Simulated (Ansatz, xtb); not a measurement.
Molecule: sum formula H₅GeO₄, charge 1, multiplicity 1. It need not be the lowest isomer of its formula. SMILES: [OH][Ge]([OH])([OH])[OH2+]
Structure (B3LYP-D3(BJ)/def2-TZVP (Ansatz, a program for electronic structure) minimum search):
```
Ge
O 1 1.7234
H 2 0.9679 1 117.07
O 1 1.7258 2 114.13 3 161.65
H 4 0.9683 1 116.03 2 -14.13
O 1 1.7306 2 120.44 3 10.02
H 6 0.9675 1 116.96 2 121.89
O 1 1.9719 2 102.57 3 -90.30
H 8 0.9712 1 122.43 2 -77.77
H 8 0.9721 9 110.92 1 146.04
```
Charge +1, spin multiplicity 1.

Harmonic wavenumbers from GFN2-xTB (xtb, at its own minimum), cm⁻¹: 50, 139, 156, 201, 205, 206, 225, 246, 333, 373, 387, 474, 620, 701, 707, 773, 807, 813, 1392, 3464, 3479, 3518, 3520, 3535.

Task: Give the harmonic wavenumbers at B3LYP-D3(BJ)/def2-TZVP (Ansatz, finite differences of forces, unscaled).

Result: 74, 133, 202, 213, 222, 236, 269, 301, 325, 376, 442, 725, 726, 807, 812, 902, 924, 932, 1616, 3684, 3775, 3776, 3780, 3787 cm⁻¹. Zero-point energy 41.5 kcal/mol.

Task: From these and the geometry, give the ideal-gas thermochemistry at 298.15 K and 1 atm (rigid rotor, harmonic oscillator).

Result: Point group C1, rotational symmetry number 1. Rotational constants 3.492, 3.218, 3.123 GHz. S(trans) 40.76, S(rot) 26.62, S(vib) 22.40, S(elec, spin only) 0.00, S 89.8 cal/(mol K). H(298) - H(0) 6.12 kcal/mol; G - E(el) 20.9 kcal/mol.
